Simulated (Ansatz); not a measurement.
Ideal-gas functions of C$_{2}$H$_{3}$BClNO (`CB(Cl)N=C=O`) at 298.15 K and 1 bar, from an Ansatz frequency run at PBE0-D4/def2-TZVP.

Molar mass 103.32 g/mol, point group C1 (symmetry number 1), electronic degeneracy 1, moments of inertia 105.831, 296.826, 399.588 u Å². Harmonic wavenumbers (cm⁻¹, unscaled): 33, 60, 90, 273, 373, 437, 560, 646, 654, 804, 868, 1067, 1137, 1338, 1444, 1452, 1594, 2403, 3046, 3111, 3153.

Use S(trans) = R[1.5 ln M + 2.5 ln T − 1.1517]; rotational temperatures θ = 24.2544 K / I; S(rot) = R[ln(√π/σ · √(T³/θAθBθC)) + 1.5]; for each mode x = 1.438777 ν̃/T, S = R[x/(eˣ − 1) − ln(1 − e⁻ˣ)] and H = RT x/(eˣ − 1); 1 cm⁻¹ = 0.0119627 kJ/mol; R = 8.31446 J/(mol·K).

**Question.** By hand: the entropy, in J/(mol·K).

**Answer.** Translation 166.7. Rotation: θ = 0.2292, 0.0817, 0.0607 K, giving 116.5. Vibration, mode by mode: 23.60, 18.65, 15.31, 6.60, 4.47, 3.50, 2.19, 1.58, 1.53, 0.85, 0.66, 0.30, 0.22, 0.10, 0.06, 0.06, 0.03, 0.00, 0.00, 0.00, 0.00, in all 79.7. Electronic 0.0. Sum 362.9 J/(mol·K).

**Question.** By hand: H − E and G − E in kJ/mol, counted from the electronic energy.

**Answer.** Zero-point energy ½ × 24543 × 0.0119627 = 146.8; thermal vibration 11.0; translation, rotation and pV give 4 RT = 9.9. H − E = 167.7 kJ/mol, and G − E = 167.7 − 298.15 × 362.9/1000 = 59.5 kJ/mol.

Vibration gives 22 % of the entropy, 57.6 J/(mol·K) of it from the modes under 150 cm⁻¹: soft modes count most, and the harmonic formula is weakest for them. The sum counts one conformer and one mirror image; others add a mixing term.
